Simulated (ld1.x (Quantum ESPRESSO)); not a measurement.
**An all-electron radial function and its pseudo partner (Pd (Z = 46))**

Columns: radius, all-electron u(r) and pseudo u(r) of the 5s shell (level -2.79 eV) of palladium in the configuration [Kr] 4d10 5s0; PBEsol, non-relativistic, TM scheme, ld1.x (Quantum ESPRESSO) 7.5.

| r (bohr) | all-electron | pseudo |
| --- | --- | --- |
| 0.132 | -0.0662 | 0.0105 |
| 0.265 | 0.1420 | 0.0216 |
| 0.398 | 0.0728 | 0.0340 |
| 0.530 | -0.0978 | 0.0483 |
| 0.663 | -0.2115 | 0.0654 |
| 0.795 | -0.2348 | 0.0859 |
| 0.928 | -0.1884 | 0.1111 |
| 1.060 | -0.1031 | 0.1412 |
| 1.193 | -0.0014 | 0.1772 |
| 1.325 | 0.1003 | 0.2185 |
| 1.458 | 0.1953 | 0.2650 |
| 1.590 | 0.2784 | 0.3144 |
| 1.723 | 0.3498 | 0.3649 |
| 1.855 | 0.4084 | 0.4129 |
| 1.988 | 0.4560 | 0.4564 |
| 2.120 | 0.4931 | 0.4927 |
| 2.252 | 0.5213 | 0.5210 |
| 2.385 | 0.5418 | 0.5418 |
| 2.518 | 0.5556 | 0.5556 |
| 2.650 | 0.5634 | 0.5634 |
| 2.782 | 0.5665 | 0.5665 |
| 2.915 | 0.5654 | 0.5654 |
| 3.048 | 0.5608 | 0.5608 |
| 3.180 | 0.5535 | 0.5535 |
| 3.312 | 0.5440 | 0.5440 |
| 3.445 | 0.5324 | 0.5324 |

Q: How many radial nodes do the two functions have?

A: The all-electron 5s function has n − l − 1 = 4 (the table is too coarse to show those close to the nucleus); the pseudo-wave has 0, since the states of the same l below it are removed with the core.

Q: At about which radius was the pseudo-wave matched?

A: 2.65 bohr. The columns agree to 0.0005 from 1.99 bohr on; several derivatives are matched, so the curves merge somewhat inside the radius.

Q: Is the pseudo-wave norm-conserving?

A: Yes: the TM scheme keeps the norm inside the radius equal to the all-electron one, which fixes the energy derivative of the logarithmic derivative at the level.
